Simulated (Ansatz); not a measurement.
Species: GaF (charge 0, triplet). This is an excited triplet: at this geometry the singlet lies 3.72 eV lower at CCSD(T)/CBS(aug-cc-pVTZ,aug-cc-pVQZ). 
Structure (B3LYP-D3(BJ)/def2-TZVP (Ansatz, a first-principles code) minimum search):
SMILES: [F][Ga]
```xyz
2

Ga     0.0000     0.0000    -0.4008
F      0.0000     0.0000     1.3806
```
Charge 0, spin multiplicity 3.

Basis-set convergence of Hartree-Fock and CCSD correlation energies (hartree) with Ansatz. Valence correlation only, unless marked. UHF or UKS for open shells. No spin-orbit coupling. The frozen core is the preceding noble-gas configuration, with the filled d and f shells of earlier blocks. No relativistic terms.

| basis | functions | E(HF) | E(corr, CCSD) |
|---|---|---|---|
| aug-cc-pVDZ | 59 | -2022.62051 | -0.24070 |
| aug-cc-pVTZ | 105 | -2022.71701 | -0.29681 |
| aug-cc-pVQZ | 173 | -2022.72806 | -0.31732 |

Extrapolating the two largest sets (X = 3 and 4) as X^-3: E(corr) = (64·(-0.31732) - 27·(-0.29681))/37 = -0.3323 Eh, an estimate of the basis-set limit. The largest set recovers 95.5 % of it, the smallest 72.4 %.
